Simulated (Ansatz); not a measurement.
Compare A (`C=COB(O)Cl`) with its isomer B (`O/C=C/B(O)Cl`).

Gas-phase electronic energies from Ansatz, PBE0-D4/def2-TZVP geometries. CCSD(T)/CBS is the MP2 limit (def2-TZVPP, def2-QZVPP) plus CCSD(T) − MP2 in def2-TZVPP, frozen cores. Functionals use def2-TZVPP. B3LYP here is the variant with VWN-RPA as its local correlation; programs differ in this. One conformer a species, not always the lowest.

A:

Z-matrix (Å, degrees):
```
C
C 1 1.321
H 1 1.081 2 119.6
H 1 1.083 2 121.4 3 -179.9
O 2 1.367 1 121.1 3 180.0
H 2 1.085 1 123.6 3 -0.0
B 5 1.353 2 122.4 1 179.7
O 7 1.353 5 121.6 2 -0.1
Cl 7 1.768 5 117.2 2 179.9
H 8 0.959 7 113.4 5 180.0
```

B:

```xyz
10

O     0.9420    0.3552    2.2920
C     0.2678    0.4054    1.1388
C     0.4076   -0.4124    0.0864
B    -0.4441   -0.2186   -1.1625
O    -1.3619    0.7752   -1.2506
Cl   -0.2419   -1.3184   -2.5545
H     1.5683   -0.3778    2.2655
H    -0.4463    1.2228    1.1394
H     1.1377   -1.2171    0.1351
H    -1.8291    0.7856   -2.0896
```

Problem. Which is lower in electronic energy at CCSD(T)/CBS, and by how much? (An estimate is asked.)

Solution. Ansatz gave: A, by 17.9 kcal/mol.

Problem. Give E(B) − E(A) in kcal/mol with B2PLYP, B3LYP-D4, B3LYP, ωB97M-V, MP2/def2-TZVPP, PBE-D4, HF/def2-TZVPP. (Best estimate.)

Solution. Ansatz gave: B2PLYP 17.6, B3LYP-D4 17.4, B3LYP 17.6, ωB97M-V 17.4, MP2/def2-TZVPP 17.1, PBE-D4 14.4, HF/def2-TZVPP 20.4. None reverses the order clearly.

Largest T1 diagnostic: 0.013.

In def2-TZVPP, CCSD(T) changes the Hartree–Fock value by −2.4 kcal/mol (the triples alone add −0.6 kcal/mol) and MP2 by −3.3 kcal/mol. From PBE to PBE0 (25 % exact exchange), in def2-TZVPP and without D4, E(B) − E(A) moves by +1.1 kcal/mol.
